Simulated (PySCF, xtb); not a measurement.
C2H5F2NSi, SMILES C/C=N/[SiH](F)F. The values are those of a single conformer.

Harmonic wavenumbers (cm⁻¹) from GFN2-xTB (xtb 6.7.1) at its own minimum, in rising order: 67, 87, 110, 164, 224, 259, 323, 441, 622, 647, 752, 792, 861, 876, 1020, 1043, 1123, 1339, 1377, 1448, 1449, 1779, 2488, 2836, 3004, 3017, 3061.

Task: What does PySCF with r2SCAN-D4/def2-SVP give at its own minimum? (Estimate from the structure and the level; the computed values follow.)

Result: 85, 105, 140, 178, 288, 329, 390, 485, 741, 817, 823, 846, 895, 960, 1001, 1097, 1135, 1354, 1402, 1430, 1441, 1760, 2331, 2949, 3028, 3109, 3174. Paired by order, the mean absolute difference is 57 cm⁻¹ and the zero-point energies are 44.6 and 46.2 kcal/mol.
